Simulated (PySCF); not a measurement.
Ligands exchanged one at a time, Ge OH-OCH3. Isolated molecules, 0 K electronic values unless said otherwise. One relaxed conformer stands for each flexible species; it need not be the lowest. Strings in code marks are SMILES.

The T1 excitation (TDA) from two functionals at the same geometries (PBE0-D3(BJ)/def2-SVP), both in PySCF: PBE-D3(BJ)/def2-TZVP and PBE0-D3(BJ)/def2-TZVP. Excitations are Tamm–Dancoff values on a coarser integration grid. The basis has no diffuse functions, so Rydberg states are missing or too high.

| species | PBE-D3(BJ)/def2-TZVP (eV) |
|---|---|
| 0 of 4 OH replaced by OCH3 (`[OH][Ge]([OH])([OH])[OH]`) | 5.98 |
| 1 of 4 OH replaced by OCH3 (`C[O][Ge]([OH])([OH])[OH]`) | 5.33 |
| 2 of 4 OH replaced by OCH3 (`[OH][Ge]([O]C)([O]C)[OH]`) | 5.32 |
| 3 of 4 OH replaced by OCH3 | 5.37 |
| 4 of 4 OH replaced by OCH3 | 5.47 |

What does PBE0-D3(BJ)/def2-TZVP give for each?


- 0 of 4 OH replaced by OCH3 (`[OH][Ge]([OH])([OH])[OH]`): 6.94
- 1 of 4 OH replaced by OCH3 (`C[O][Ge]([OH])([OH])[OH]`): 6.40
- 2 of 4 OH replaced by OCH3 (`[OH][Ge]([O]C)([O]C)[OH]`): 6.38
- 3 of 4 OH replaced by OCH3: 6.39
- 4 of 4 OH replaced by OCH3: 6.44
Over these rows, drawn at random from the members with no instability flagged (it was tested for open shells, ions and some series alone), PBE minus PBE0-D3(BJ): mean -1.02 eV, from -1.07 eV to -0.97 eV.
